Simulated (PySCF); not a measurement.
Identify the unknown among the candidates.

All candidates are C4H12Ge.

| technique | computed result |
| --- | --- |
| NMR, other nuclei | isotropic shieldings of nuclei other than C and H, by class: 1535 (1 Ge) ppm [GIAO PBE0/pcSseg-1] |
| 13C NMR | chemical shifts (computed TMS as zero) by class: 33.0 (1 C), 24.2 (1 C), 22.3 (1 C), 16.9 (1 C) ppm [GIAO PBE0/pcSseg-1] |
| Polarisability | 82.4 au [CAM-B3LYP/def2-SVPD] |
| XPS | C1s 290.2, C1s 290.5, C1s 290.5, C1s 290.5 eV [ΔSCF SCAN, pcX-2 on the ionised atom, pcseg-1 elsewhere, spin-free X2C] |
| Valence photoelectron | vertical ionisation energy: 9.94 eV [ΔSCF CAM-B3LYP/def2-SVPD] |
| UV, first state | lowest singlet excitation: 7.50 eV (165 nm, f = 0.009) [TDDFT CAM-B3LYP/def2-SVPD] |
| Triplet | lowest triplet excitation (Tamm–Dancoff): 7.23 eV [TDA CAM-B3LYP/def2-SVPD] |
| Rotational structure | rotational constants A, B, C: 3.675, 2.168, 1.468 GHz [PBE0-D3(BJ)/def2-SVP] |
| UV, strongest line | among the 10 lowest singlet transitions: S8 at 8.79 eV (141 nm, f = 0.187) [TDDFT CAM-B3LYP/def2-SVPD] |

Electronic properties: PySCF, gas phase, density fitting. Levels stand in brackets. Isolated species at its PBE0-D3(BJ)/def2-SVP geometry (one conformer only). The calculation (core ionisation apart) is non-relativistic and has no spin–orbit coupling, an omission that weighs most on germanium. NMR classes are plain means over equivalent atoms (diastereotopic ones count apart unless rotation or inversion swaps them), as if these changed places fast.

**Question.** Which candidate is it?
A. `C[CH2][GeH]([CH3])[CH3]`
B. `[H][Ge]([H])([H])[C](C)(C)C`
C. `[H][Ge]([H])([H])[CH2]CCC`
D. `CC[C@H](C)[GeH3]`

**Answer.** D. It is `CC[C@H](C)[GeH3]`. Numbering: `[CH3:1][CH2:2][C@H:3]([CH3:4])[GeH3:5]`. 4 carbons fall into 4 classes; from least to most shielded: chain CH2 carbon [C2] (33.0 ppm), sp3 carbon bound to germanium [C3] (24.2 ppm), methyl carbon [C4] (22.3 ppm), methyl carbon [C1] (16.9 ppm). The other shieldings belong to: 1535 ppm, germanium bonded to C and 3 H [Ge5]. The core levels belong to: C1s 290.2 eV, sp3 carbon bound to germanium [C3]; C1s 290.5 eV, chain CH2 carbon [C2]; C1s 290.5 eV, methyl carbon [C4]; C1s 290.5 eV, methyl carbon [C1]. No core level of Ge was computed. The first electron is taken from the HOMO, whose largest Löwdin shares are 0.31 on the sp3 carbon bound to germanium, 0.23 on the germanium bonded to C and 3 H, 0.10 on the chain CH2 carbon and 0.08 on a methyl carbon. The optimised geometry has point group C1 and is an asymmetric top. NMR values of atoms bound to Ge lack the spin–orbit term that these neighbours bring.

The others, at the same levels:
- `[H][Ge]([H])([H])[C](C)(C)C` fails: its computed core binding energies are C1s 290.3, C1s 290.5 (×3) eV, lowest singlet excitation is 7.23 eV (172 nm, f = 0.028) (against 7.50 eV) and lowest triplet excitation (Tamm–Dancoff) is 6.95 eV (against 7.23 eV).
- `C[CH2][GeH]([CH3])[CH3]` fails: its computed core binding energies are C1s 289.9, C1s 289.9 (×2), C1s 290.5 eV and smallest rotational constant is 1.990 GHz (against 1.468 GHz).
- `[H][Ge]([H])([H])[CH2]CCC` fails: its computed lowest singlet excitation is 7.75 eV (160 nm, f = 0.005) (against 7.50 eV), lowest triplet excitation (Tamm–Dancoff) is 7.43 eV (against 7.23 eV) and rotational constant A is 10.752 GHz (against 3.675 GHz).

Each candidate is one conformer, not necessarily the lowest. The conformers computed, where there is a choice (atom-mapped SMILES and torsion angles):
- `[CH3:1][CH2:2][C@H:3]([CH3:4])[GeH3:5]`: C1–C2–C3–C4 -176°
- `[CH3:1][CH2:2][GeH:3]([CH3:4])[CH3:5]`: C1–C2–Ge3–C4 63°
